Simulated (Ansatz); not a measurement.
Two isomers of C2H10B2Si: A = `BC(C)B[SiH3]`, B = `CBB(C)[SiH3]`.

Program: Ansatz. Geometries: PBE0-D4/def2-TZVP. ΔE: electronic, gas phase. CCSD(T)/CBS is the MP2 limit (def2-TZVPP, def2-QZVPP) plus CCSD(T) − MP2 in def2-TZVPP, frozen cores. Functionals use def2-TZVPP. B3LYP here is the variant with VWN-RPA as its local correlation; programs differ in this. One conformer a species, not always the lowest.

Task: Which is lower in electronic energy at CCSD(T)/CBS, and by how much? (An estimate is asked.)

Result: Ansatz gave: B, by 36.0 kJ/mol.

Task: Give E(B) − E(A) in kJ/mol with CCSD(T)/def2-TZVPP, B3LYP, PBE-D4, CCSD/def2-TZVPP, MP2/def2-TZVPP, HF/def2-TZVPP, PBE0-D4. (Estimate.)

Result: Computed: CCSD(T)/def2-TZVPP -34.7, B3LYP -48.7, PBE-D4 -51.8, CCSD/def2-TZVPP -35.3, MP2/def2-TZVPP -30.4, HF/def2-TZVPP -34.1, PBE0-D4 -46.7. None reverses the order clearly.

Largest T1 diagnostic: 0.013.

From PBE to PBE0 (25 % exact exchange), in def2-TZVPP and without D4, E(B) − E(A) moves by +5.6 kJ/mol.
